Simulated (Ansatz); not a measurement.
Consider the cleavage of the B–B bond: `OB(O)BS` + `O[Si](Cl)(Cl)Cl` → `OB(O)O[Si](Cl)(Cl)Cl` + `BS`.

Isolated molecules relaxed with PBE0-D4/def2-TZVP in Ansatz; ΔE leaves out vibrations. CCSD(T)/CBS adds triple-zeta CCSD(T) − MP2 to the extrapolated MP2 energy (def2 sets, frozen cores). This one scheme is used for every species. Functionals use def2-TZVPP. B3LYP here is the variant with VWN-RPA as its local correlation; programs differ in this. Each species was taken in one conformer, which may not be the lowest.

| level | ΔE (kJ/mol) | difference from CCSD(T)/CBS |
| --- | --- | --- |
| PBE-D4 | -122.9 | 15.7 |
| PBE0-D4 | -133.4 | 5.2 |
| B3LYP-D4 | -143.5 | -4.9 |
| ωB97X-V | -139.0 | -0.4 |
| B2PLYP | -141.4 | -2.8 |
| PBE | -119.7 | 18.9 |
| r2SCAN | -137.5 | 1.1 |
| PBE0 | -130.2 | 8.4 |
| B3LYP | -138.7 | -0.1 |
| HF/def2-TZVPP | -168.4 | -29.8 |
| MP2/def2-TZVPP | -143.1 | -4.5 |
| SCS-MP2/def2-TZVPP | -145.6 | -7.0 |
| CCSD/def2-TZVPP | -145.0 | -6.4 |
| CCSD(T)/def2-TZVPP | -141.1 | -2.5 |
| MP2/def2-QZVPP | -141.9 | -3.3 |
| SCS-MP2/def2-QZVPP | -144.4 | -5.8 |
| CCSD(T)/CBS | -138.6 | 0 |

Largest T1 diagnostic among the species: 0.015.

The D4 term adds −4.8 kJ/mol with B3LYP and −3.2 kJ/mol with PBE0; it sums over pairs of atoms, weighted by their polarisabilities, and B3LYP, whose exchange is more repulsive, gets the larger term. In def2-TZVPP, CCSD(T) changes the Hartree–Fock value by +27.3 kJ/mol (the triples alone add +3.8 kJ/mol) and MP2 by +25.3 kJ/mol.
